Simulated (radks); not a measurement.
Ho XXXIX, configuration [Ar] 3d10 4s1 (the NIST ground configuration).

Method: Dirac Kohn-Sham, exchange-only PBE, spin-unpolarised, spherical densities, finite nucleus; Fermi nuclear charge, rms radius 5.2022 fm; computed with a radial shooting solver on a logarithmic mesh with Libxc functionals.

Energy parts (eV):
part                  energy
total             -319507.52
kinetic            353448.19
electron-nucleus  -734969.81
Hartree             67709.94
exchange            -5695.84

Orbitals (lengths in bohr, moments of r in powers of bohr):
orbital,occ.,eigenvalue (eV),<r^2>,<r^4>,small-component weight
1s1/2,2,-57112.37,0.0005881,9.251e-07,6.27e-02
2s1/2,2,-10915.40,0.009071,0.0001426,1.40e-02
2p1/2,2,-10478.28,0.006547,0.00008733,1.41e-02
2p3/2,4,-9617.084,0.007758,0.0001178,1.30e-02
3s1/2,2,-3631.161,0.05805,0.005033,4.67e-03
3p1/2,2,-3442.456,0.05349,0.004466,4.61e-03
3p3/2,4,-3254.841,0.05968,0.005503,4.31e-03
3d3/2,4,-2937.498,0.04644,0.003735,4.18e-03
3d5/2,6,-2895.751,0.04813,0.003981,4.09e-03
4s1/2,1,-1754.806,0.2289,0.07245,2.04e-03

The highest occupied level is 4s1/2 at -1754.8 eV. The density falls to 0.001 e/bohr^3 at r = 0.99 bohr. For comparison, the ionisation energy in NIST's Atomic Spectra Database is 1774 eV (semi-empirical). In exact Kohn-Sham theory the highest level is minus the ionisation energy, but local and semilocal functionals leave it too shallow, through self-interaction and a potential that decays too fast; potentials with the right tail come closer.

Beside tabulated values, note that spin-unpolarised runs miss the spin-polarisation part of the exchange energy of open shells.
